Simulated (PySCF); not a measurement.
An unknown gives this computed stick spectrum. Theory: PySCF, TDDFT CAM-B3LYP/def2-SVPD, vertical, gas phase, core orbitals frozen in the response. Geometries: GFN2-xTB, one conformer each.

| state | E (eV) | f | main configurations (H = HOMO, L = LUMO) |
| --- | --- | --- | --- |
| S1 | 4.57 | 0.0042 | H→L (78%) |
| S2 | 5.81 | 0.0015 | H→L+1 (42%), H→L+2 (19%), H→L (17%) |
| S3 | 6.35 | 0.168 | H-1→L (83%), H→L+1 (8%) |
| S4 | 6.67 | 0.024 | H-2→L (63%), H-1→L+1 (20%) |
| S5 | 6.91 | 0.030 | H→L+2 (35%), H→L+1 (32%), H→L+3 (13%) |
| S6 | 7.17 | 0.186 | H-1→L+1 (58%), H-2→L (18%) |
| S7 | 7.55 | 0.0069 | H-3→L (44%), H-1→L+2 (11%), H-1→L+3 (8%) |
| S8 | 7.61 | 0.031 | H→L+3 (29%), H→L+5 (19%), H-1→L+2 (11%) |

Orbital energies (eV): HOMO-3 -11.11, HOMO-2 -9.87, HOMO-1 -9.19, HOMO -8.34, LUMO 0.14, LUMO+1 0.95, LUMO+2 1.23.

Task: Which structure fits? All have the formula C5H11NSi.
A. `C=C1CCN(C)[SiH2]1`
B. `[SiH3]C(/C=N\CC)=C`
C. `N[Si@H](C=C)C1CC1`
D. `CC#C[SiH2]N(C)C`

Result: B. Its S1, at 4.57 eV, is the lowest among the candidates; the nearest of the others has S1 at 5.47 eV. S1 is HOMO→LUMO (78%). Löwdin shares by element: HOMO nitrogen 52%, carbon 30% or more (atoms not listed hold the other 17%); LUMO carbon 59% or more, nitrogen 14% (atoms not listed hold the other 27%). At the same level the other candidates give, for their lowest levels:
- `C=C[Si@@H](N)C1CC1`: 6.43 eV (f 0.013); 6.53 eV (f 0.012); 6.85 eV (f 0.052); 7.21 eV (f 0.277); 7.55 eV (f 0.057); T1 4.34 eV; HOMO -8.71, LUMO 0.84 eV
- `CC#C[SiH2]N(C)C`: 5.61 eV (f 0.008); 6.01 eV (f 0.001); 6.30 eV (f 0.019); 6.35 eV (f 0.019); 6.42 eV (f 0.004); T1 5.10 eV; HOMO -7.60, LUMO 1.13 eV
- `C=C1CCN(C)[SiH2]1`: 5.47 eV (f 0.026); 5.86 eV (f 0.019); 6.16 eV (f 0.039); 6.59 eV (f 0.016); 6.80 eV (f 0.246); T1 4.15 eV; HOMO -7.59, LUMO 0.87 eV

The values belong to the conformer `[CH2:1]=[C:2]([SiH3:3])/[CH:4]=[N:5]\[CH2:6][CH3:7]`: C1–C2–C4–N5 63°, C4–N5–C6–C7 131°.
Triplets come from the Tamm–Dancoff approximation.
